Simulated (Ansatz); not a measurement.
```xyz
14

N    -1.6724   -0.4420   -1.0407
Si   -0.7327   -0.2710    0.3550
N     0.1247   -1.7303    0.5477
O    -1.8080    0.1843    1.5071
O     0.4249    0.8978    0.3700
Si    1.7750    1.3229   -0.4445
H    -1.3216   -0.8749   -1.8763
H    -2.4946    0.1140   -1.1968
H     0.9536   -1.7657    1.1177
H    -0.3677   -2.6082    0.5579
H    -1.4716    0.7843    2.1734
H     1.6067    1.1092   -1.9070
H     2.0461    2.7594   -0.1864
H     2.9376    0.5203    0.0230
```

Total charge 0; spin multiplicity 1.

Question: List the ωB97M-V/def2-TZVPP orbital energies in eV (Ansatz 0.2.0). (An estimate is asked.)

Answer: The calculation gave: Occupied: -1807.58, -1807.30, -525.82, -525.70, -393.86, -393.80, -148.43, -148.29, -102.59, -102.55, -102.54, -102.43, -102.39, -102.39, -30.86, -30.14, -26.56, -25.98, -18.87, -17.59, -16.54, -16.25, -15.45, -14.72, -14.42, -13.75, -13.14, -12.50, -11.94, -11.30, -11.08, -10.04, -9.98. Lowest empty: 1.73, 2.83, 3.14, 3.17, 3.37, 3.50, 3.80, 4.17.
